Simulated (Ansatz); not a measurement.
Cost and result for the atomization energy of C2H5BrSi, SMILES `C=C([SiH3])Br` (9 atoms, 8 bonds).

| atom | x (Å) | y (Å) | z (Å) |
| --- | --- | --- | --- |
| C1 | 0.2510 | -1.5241 | -0.3066 |
| C2 | 0.3587 | -0.3820 | 0.3567 |
| Si3 | -0.4458 | 1.2378 | -0.1053 |
| Br4 | 1.4142 | -0.3003 | 1.9395 |
| H5 | 0.7421 | -2.4387 | 0.0074 |
| H6 | -0.3523 | -1.5628 | -1.2083 |
| H7 | 0.6008 | 2.2651 | -0.3303 |
| H8 | -1.3366 | 1.6809 | 0.9953 |
| H9 | -1.2319 | 1.0241 | -1.3485 |

Total charge 0; spin multiplicity 1. Correlated methods include outer-core shells of Br, which these sets cover unevenly. Scalar relativity is left out up to krypton. The geometry is a stationary point of PBE0-D4/def2-TZVP. Program: Ansatz. All runs use 4 threads of an Arm Neoverse V1 on a shared host. Times are those of one run each, without the atoms' runs, and a repeat can differ threefold. Electronic energies, without spin–orbit coupling; frozen cores. CCSD(T)/CBS adds CCSD(T) − MP2 in def2-TZVPP to the MP2 limit, and its time is that of the two runs behind it. T1 = 0.010. With those shells the extrapolation isn't a true limit. B3LYP takes the VWN-RPA correlation (the form of Gaussian; ORCA's B3LYP/G).

CCSD(T)/CBS is a level of theory with its own doubt, some kJ/mol a heavy atom from the limit and from the frozen cores, so smaller differences don't rank the functionals.

| level | functions | wall time | atomization (kcal/mol) | difference from CCSD(T)/CBS | per bond |
| --- | --- | --- | --- | --- | --- |
| PBE-D4/def2-TZVPP (with forces) | 222 | 2.1 s | 754.2 | 10.1 | 1.3 |
| PBE0-D4/def2-TZVPP | 222 | 2.6 s | 743.8 | -0.3 | 0.0 |
| B3LYP-D4/def2-TZVPP (with forces) | 222 | 3.9 s | 742.2 | -1.9 | -0.2 |
| r2SCAN-D4/def2-TZVPP (with forces) | 222 | 4.2 s | 745.1 | 1.0 | 0.1 |
| B2PLYP/def2-TZVPP | 222 | 4.6 s | 734.0 | -10.1 | -1.3 |
| ωB97X-V/def2-TZVPP | 222 | 7 s | 743.8 | -0.3 | 0.0 |
| ωB97M-V/def2-TZVPP (with forces) | 222 | 10 s | 742.6 | -1.5 | -0.2 |
| MP2/def2-QZVPP | 423 | 18 s | 744.8 | 0.7 | 0.1 |
| CCSD(T)/def2-TZVPP | 222 | 93 s | 725.0 | -19.1 | -2.4 |
| CCSD(T)/CBS(def2) | – | 110 s | 744.1 | 0.0 | 0.0 |

In def2-TZVPP, CCSD(T) changes the Hartree–Fock value by +175.5 kcal/mol (the triples alone add +11.6 kcal/mol) and MP2 by +184.0 kcal/mol; breaking electron pairs costs correlation energy, which Hartree–Fock lacks. The D4 term adds +8.2 kcal/mol with B3LYP and +4.2 kcal/mol with PBE0; it sums over pairs of atoms, weighted by their polarisabilities, and B3LYP, whose exchange is more repulsive, gets the larger term. From PBE to PBE0 (25 % exact exchange), in def2-TZVPP and without D4, the atomization energy moves by −9.6 kcal/mol: exact exchange takes away binding that semilocal exchange gives to molecules.
